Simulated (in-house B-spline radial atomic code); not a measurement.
Inner levels of samarium as electrons are removed. A shift is the extra binding of the orbital against the neutral atom ([Xe] 4f6 6s2). The density at the nucleus is averaged over the nuclear charge. Computed with a B-spline radial code for spherical atoms: Dirac-Hartree-Fock, average of the configuration, finite nuclei.

```csv
ion,configuration,shift of 2s1/2 (eV),shift of 2p1/2 (eV),shift of 1s1/2 (eV),radius of 2s1/2 (bohr),radius of 2p1/2 (bohr),radius of 1s1/2 (bohr),Σ<r²> (bohr²),change of density at nucleus (bohr⁻³)
Sm38+,[Ar] 3d6,1828.97,1841.52,1883.07,0.095885,0.080336,0.022736,0.93161,-1448.71
Sm39+,[Ar] 3d5,1958.22,1972.19,2016.9,0.095803,0.080259,0.022736,0.86514,-1179.45
Sm40+,[Ar] 3d4,2089.51,2105.01,2153.13,0.095719,0.080179,0.022737,0.8011,-903.29
Sm41+,[Ar] 3d3,2222.85,2239.97,2291.74,0.09563,0.080097,0.022737,0.73937,-620.22
Sm42+,[Ar] 3d2,2358.21,2377.05,2432.75,0.095539,0.080011,0.022737,0.67984,-330.22
Sm43+,[Ar] 3d1,2495.59,2516.25,2576.15,0.095445,0.079922,0.022737,0.62242,-33.265
Sm44+,[Ne] 3s2 3p6,?,?,?,?,?,?,?,?
Sm45+,[Ne] 3s2 3p5,2765.23,2790.75,2873.72,0.095239,0.079818,0.022735,0.50094,522.12
Sm46+,[Ne] 3s2 3p4,2896.86,2925.39,3027.42,0.095129,0.079726,0.022732,0.43642,776.77
Sm47+,[Ne] 3s2 3p3,3029.84,3061.48,3183.04,0.095017,0.079631,0.022728,0.3734,1034.56
Sm48+,[Ne] 3s2 3p2,3164.17,3199.01,3340.57,0.094903,0.079535,0.022725,0.31182,1295.45
Sm49+,[Ne] 3s2 3p1,?,?,?,?,?,?,?,?
Sm50+,[Ne] 3s2,?,?,?,?,?,?,?,?
Sm51+,[Ne] 3s1,3566.36,3615.46,3815.8,0.094668,0.079246,0.022717,0.1325,-5440.63
Sm52+,[He] 2s2 2p6,3696.91,3753.7,3971.76,0.0946,0.079155,0.022715,0.073276,-12881.6
Sm53+,[He] 2s2 2p5,3941.53,4040.61,4350.46,0.094111,0.078589,0.0227,0.063944,-12244.1
```

Question: Fill in the row of Sm44+.

Answer: shift of 2s1/2 (eV): 2634.97; shift of 2p1/2 (eV): 2657.57; shift of 1s1/2 (eV): 2721.94; radius of 2s1/2 (bohr): 0.095347; radius of 2p1/2 (bohr): 0.079831; radius of 1s1/2 (bohr): 0.022738; Σ<r²> (bohr²): 0.567; change of density at nucleus (bohr⁻³): 270.65.

Question: Fill in the row of Sm49+.

Answer: shift of 2s1/2 (eV): 3299.85; shift of 2p1/2 (eV): 3337.99; shift of 1s1/2 (eV): 3500.02; radius of 2s1/2 (bohr): 0.094787; radius of 2p1/2 (bohr): 0.079436; radius of 1s1/2 (bohr): 0.022722; Σ<r²> (bohr²): 0.25167; change of density at nucleus (bohr⁻³): 1559.43.

Question: Fill in the row of Sm50+.

Answer: shift of 2s1/2 (eV): 3436.87; shift of 2p1/2 (eV): 3478.42; shift of 1s1/2 (eV): 3661.39; radius of 2s1/2 (bohr): 0.094669; radius of 2p1/2 (bohr): 0.079336; radius of 1s1/2 (bohr): 0.022718; Σ<r²> (bohr²): 0.19288; change of density at nucleus (bohr⁻³): 1826.45.
